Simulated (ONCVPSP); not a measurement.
## What one change does to a pseudopotential (silicon (Si), ONCV)

Si (Z = 14), optimised norm-conserving Vanderbilt (ONCV), made with ONCVPSP 4.0.1 (PBE, non-relativistic). Core [Ne], reference 3s2 3p2. Waves: 3s: rc 1.65 bohr, ncon 4, nbas 7, qcut 3.6 1/bohr, local; 3p: rc 1.80 bohr, ncon 3, nbas 6, qcut 4 1/bohr, 2 projectors, debl 3.9 Ha; d scattering state at 0.21 Ha: rc 1.65 bohr, ncon 3, nbas 7, qcut 5.4 1/bohr, 2 projectors, debl 0.8 Ha. Local part: the s channel. Core correction: none.

All-electron outer shells of the reference configuration (PBE, non-relativistic, ld1.x):

```json
{"shell": "2s", "level (eV)": "-138.84", "outermost node (bohr)": "0.15", "outermost maximum (bohr)": "0.45"}
{"shell": "2p", "level (eV)": "-95.59", "outermost node (bohr)": "–", "outermost maximum (bohr)": "0.39"}
{"shell": "3s", "level (eV)": "-10.77", "outermost node (bohr)": "0.72", "outermost maximum (bohr)": "1.80"}
{"shell": "3p", "level (eV)": "-4.09", "outermost node (bohr)": "0.72", "outermost maximum (bohr)": "2.17"}
```

Change: s: qcut 2.8.

Cutoffs: the cutoffs (Ha) at which the residual kinetic energy of the hardest occupied pseudo-wave falls to 1 and 0.1 mHa per electron; they do not see the model core or the augmentation charge, which bear on the density cutoff. Errors are all-electron minus pseudo energies relative to the spin-unpolarised reference configuration.

Question: How do hardness, ghosts and transferability respond?

Answer: The potential gets harder (8.4 Ha and 32 Ha → 28 Ha and 40 Ha); of the 4 tests that both files solve, the error grows in 2 and shrinks in 0 by more than 15 % and 0.3 meV (median size 3.0 → 7.4 meV); neither file shows a bound ghost.

| quantity | base | changed |
| --- | --- | --- |
| cutoff, loose | 8.4 Ha | 28 Ha |
| cutoff, tight | 32 Ha | 40 Ha |
| loose cutoff by channel | s 8.4 Ha, p 3.1 Ha | s 28 Ha, p 3.1 Ha |
| bound ghosts | none | none |
| GHOST(+) flags under 300 eV | none | none |
| error for 3s2 3p1, meV [ΔE 7.75 eV] | -0.5 | +0.5 |
| error for 3s2 3p0, meV [ΔE 23.76 eV] | +0.6 | +8.4 |
| error for 3s1 3p0, meV [ΔE 57.66 eV] | +75 | +81 |
| error for 3s1 3p2, meV [ΔE 15.12 eV] | +5.4 | +6.5 |
| s: phases at 1.67 bohr within 0.05 rad from the reference energy up to (Ha; the scan ends near 5) | 2.4 | 1.8 |
| p: phases at 1.83 bohr within 0.05 rad from the reference energy up to (Ha; the scan ends near 5) | 4.7 | 4.7 |
| d: phases at 1.67 bohr within 0.05 rad from the reference energy up to (Ha; the scan ends near 5) | 4.6 | 4.7 |
